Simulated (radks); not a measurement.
The numbers below are computed, except where a source is named.
Problem. Ru2+, 42 electrons, occupied as [Kr] 4d6 (the NIST ground configuration). Level of theory: non-relativistic Kohn-Sham, TPSS, spin-unpolarised, spherical densities, point nucleus; meta-GGA in the generalised Kohn-Sham scheme; relativity is left out, which matters for an element this heavy (a radial shooting solver on a logarithmic mesh with Libxc functionals). Some entries of the table are withheld. Estimate them.

| orbital | occ. | eigenvalue (eV) | <r^2> (bohr^2) |
|---|---|---|---|
| 1s | 2 | -21377.03 | (1) |
| 2s | 2 | -3035.400 | 0.02672 |
| 2p | 6 | -2807.734 | 0.02031 |
| 3s | 2 | -550.7696 | 0.1963 |
| 3p | 6 | -461.2529 | 0.1934 |
| 3d | 10 | -297.4462 | (2) |
| 4s | 2 | -92.1889 | 1.239 |
| 4p | 6 | (3) | 1.469 |
| 4d | 6 | -24.3279 | 2.712 |

Solution. 
(1) 1s <r^2> (bohr^2): 0.001603
(2) 3d <r^2> (bohr^2): 0.1762
(3) 4p eigenvalue (eV): -65.5509
